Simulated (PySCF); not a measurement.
Calculation: CAM-B3LYP-D3(BJ)/def2-TZVP run with PySCF 2.14.0. Isolated molecules, 0 K electronic values unless said otherwise. One relaxed conformer stands for a flexible species; it need not be the lowest. Excitations are Tamm–Dancoff values on a coarser integration grid. The basis has no diffuse functions, so Rydberg states are missing or too high.

Reference species (SMILES): `BCC(=C)C#N` (neutral, multiplicity 1).

```json
{
 "S1 excitation (TDA)": "5.49 eV",
 "S1 oscillator strength": "0.008",
 "LUMO": "-0.68 eV",
 "S1–T1 gap (TDA)": "1.68 eV"
}
```

Changed species: `B/C=C(/C)C#N`.

**Question.** Predict the effect on the S1 excitation (TDA), S1 oscillator strength, LUMO and S1–T1 gap (TDA).

**Answer.** the S1 excitation (TDA) drops by 0.30 eV, to 5.19 eV; the S1 oscillator strength is nearly the same; the LUMO drops by 1.09 eV, to -1.77 eV; the S1–T1 gap (TDA) increases by 0.32 eV, to 2.00 eV.
